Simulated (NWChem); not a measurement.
Molecule: SiHBr, singlet; SMILES Br[SiH]

Low-valent species are run as closed-shell singlets; no triplet was tried in these runs. This build's default masses of Se (78.918 u) and Br (79.917 u) are each other's, which moves their modes by up to 0.6 %.

Give the equilibrium geometry at PBE-D3(BJ)/def2-SVP (NWChem) as an XYZ file, with the point group.

point group Cs; any orientation.
```
3

Si     0.1006    -1.5799     0.0000
H     -1.4427    -1.7478     0.0000
Br     0.0174     0.6888     0.0000
```
